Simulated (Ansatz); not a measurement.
System: GeBr3, charge -1, multiplicity 1. It need not be the lowest isomer of its formula. Whether it binds its extra electron was not tested at this geometry. 
Structure (B3LYP-D3(BJ)/def2-TZVP (Ansatz, a quantum-chemistry and plane-wave program) minimum search):
```xyz
4

Br    -1.7521    -1.3389    -0.2940
Ge    -0.0122     0.0050     0.9116
Br     2.0396    -0.8535    -0.2458
Br    -0.2763     2.1878    -0.2936
```
Charge -1, spin multiplicity 1.

Basis-set convergence of Hartree-Fock and MP2 correlation energies (hartree) with Ansatz. Correlated levels leave the core frozen unless marked. No spin-orbit coupling. Frozen are the shells of the preceding noble gas and the d and f shells that filled before the atom's block. Non-relativistic. This anion needs diffuse functions, which these sets lack.

```json
[
 {"basis": "cc-pVDZ", "functions": "108", "E(HF)": "-9792.71418", "E(corr, MP2)": "-0.42278"},
 {"basis": "cc-pVTZ", "functions": "172", "E(HF)": "-9793.02080", "E(corr, MP2)": "-0.58606"},
 {"basis": "cc-pVQZ", "functions": "272", "E(HF)": "-9793.03350", "E(corr, MP2)": "-0.65255"},
 {"basis": "cc-pV5Z", "functions": "416", "E(HF)": "___", "E(corr, MP2)": "___"}
]
```

Task: Some entries are withheld; supply them.

Result: 
- cc-pV5Z, E(HF): -9793.03495
- cc-pV5Z, E(corr, MP2): -0.68234
